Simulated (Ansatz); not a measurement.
`F[Si]1(Cl)BN1`, charge 0, multiplicity 1.

Question: Give a relaxed structure at PBE0-D4/def2-TZVP (the Gaussian-basis code of Ansatz). (Best estimate.)

Answer: The calculation gave: 
Cartesian coordinates in Å:
```
F -0.939 -1.780 0.935
Si 0.066 -0.579 0.668
Cl 1.882 -1.290 1.254
B -0.377 1.144 0.013
N -0.018 0.135 -0.891
H -0.697 2.283 -0.082
H 0.082 0.087 -1.897
```
